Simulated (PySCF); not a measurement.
C2H5OS (SMILES [CH2]S(C)=O), doublet, at a GFN2-xTB geometry. Base run: R2SCAN/def2-SV(P) (PySCF).

PySCF was given this input:
```python
from pyscf import gto, scf, dft

mol = gto.Mole()
mol.atom = '''
    C     1.165257   -0.542975    0.909223
    S     0.149343   -0.102894   -0.414836
    C    -1.504886   -0.460577    0.379339
    O     0.221054    1.343432   -0.604771
    H     1.276059   -1.598167    1.080774
    H     2.011090    0.086264    1.116413
    H    -1.616795    0.186117    1.241214
    H    -1.519501   -1.504929    0.663866
    H    -2.270990   -0.249121   -0.358088
'''
mol.basis = 'def2-sv(p)'
mol.charge = 0
mol.spin = 1
mol.verbose = 4
mol.build()

mf = dft.UKS(mol)
mf.xc = 'r2scan'
mf.kernel()
```

Each row names what was changed in the base input (with any setting that the change needs).

```
change                               ΔE vs base (mEh)  grid points  electrons on the grid
-----------------------------------  ----------------  -----------  ---------------------
base                                            0.000       110240               41.00001
grids.level = 2                                -0.006        72232               41.00001
grids.level = 7                                 0.024       595912               41.00000
grids.level = 0                                68.649         7984               40.98307
grids.level = 1                                -0.226        34216               40.99987
grids.atom_grid = (99, 590)                     0.021       289752               41.00000
grids.atom_grid = (50, 194)                    -0.472        59136               40.99990
grids.atom_grid = (150, 974)                    0.025       723424               41.00000
grids.atom_grid = (30, 110)                     0.882        22128               40.99877
grids.radi_method = gauss_chebyshev             0.107       107936               41.00001
grids.radi_method = delley                      0.021       118352               41.00001
```

Open shells are given as the SCF converged; they aren't shown to be the lowest states, and a large step between rows can be another state.
